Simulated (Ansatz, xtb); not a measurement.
## Two isomers of C4H3FN2

Structure a is `Fc1ncccn1`, a singlet and structure b is `Fc1ccncn1`, a singlet. Both are isolated molecules in the gas phase, relaxed with B3LYP-D3(BJ)/def2-SVP.

a (Å):

```xyz
10

C     0.7372    1.7401   -1.7552
C     1.1768   -0.3728   -1.1279
C     1.9633   -0.5499   -2.2681
C     2.0660    0.5500   -3.1223
F     0.1246    2.8843   -1.4989
N     0.5568    0.7800   -0.8654
N     1.4495    1.7064   -2.8676
H     1.0393   -1.1814   -0.4013
H     2.4683   -1.4931   -2.4794
H     2.6618    0.5025   -4.0407
```

b (Å):

```xyz
10

C     0.2954    0.8700   -1.8526
C     1.2391    0.4421   -0.9154
C     2.4506    0.0150   -1.4536
C     1.7082    0.4473   -3.5510
F    -0.8895    1.2951   -1.4320
N     2.6945    0.0140   -2.7703
N     0.5076    0.8797   -3.1480
H     1.0293    0.4474    0.1544
H     3.2546   -0.3395   -0.7990
H     1.8915    0.4529   -4.6316
```

Energies in hartree; the thermal terms are from GFN2-xTB frequencies at re-optimised GFN2-xTB minima (ideal gas, soft modes damped towards free rotors, one conformer each, 298.15 K, 1 atm) and include the zero-point energy:

|  | a | b |
| --- | --- | --- |
| E, CCSD(T)/def2-SVP | −362.343223 | −362.340776 |
| E, MP2/def2-SVP | −362.276020 | −362.273465 |
| E, MP2/def2-TZVPP | −362.943299 | −362.941576 |
| zero-point energy | 0.066110 | 0.066001 |
| H(298 K) − E | 0.072190 | 0.072109 |
| G(298 K) − E | 0.037892 | 0.037094 |

Question: Correct the CCSD(T) difference for the basis set by the MP2 change, then work out ΔE, ΔE₀, ΔH and ΔG for a → b in kJ/mol (1 Eh = 2625.50 kJ/mol) and the equilibrium ratio [b]/[a].

Answer: 1. Differences b − a: CCSD(T) +0.002447, MP2 in the small set +0.002555, MP2 in the large set +0.001723 Eh.
2. ΔE = +0.002447 + (+0.001723 − (+0.002555)) = +0.001615 Eh = +4.24 kJ/mol.
3. ΔE₀ = ΔE + ΔZPE = +0.001615 + (−0.000109) Eh = +3.95 kJ/mol.
4. ΔH = ΔE + (−0.000081) Eh = +4.03 kJ/mol.
5. ΔG = ΔE + (−0.000798) Eh = +2.15 kJ/mol, so ΔS = (ΔH − ΔG)/T = +6.3 J/(mol K).
6. kT = 0.9442 mEh, so K = [b]/[a] = exp(−ΔG/kT) = exp(−0.87) ≈ 0.42.

The two are too close for this level to say which is favoured. An error of 4 kJ/mol in ΔG would change K by a factor of 5. Mirror images and further conformers aren't counted.

As drawn, both hold the same kinds of bond in the same numbers.

Other levels gave ΔE = +5.8 (GFN2-xTB); +5.5 (HF/STO-3G, GFN2-xTB geometries); +7.6 (r2SCAN-D4/def2-SVP, GFN2-xTB geometries); +6.3 (B3LYP-D3(BJ)/def2-SVP); +8.0 (HF/def2-SVP); +6.7 (MP2/def2-SVP); +6.4 (CCSD(T)/def2-SVP) kJ/mol. The correlated steps freeze 7 core orbitals. Programs: Ansatz 0.2.0, xtb 6.7.1.
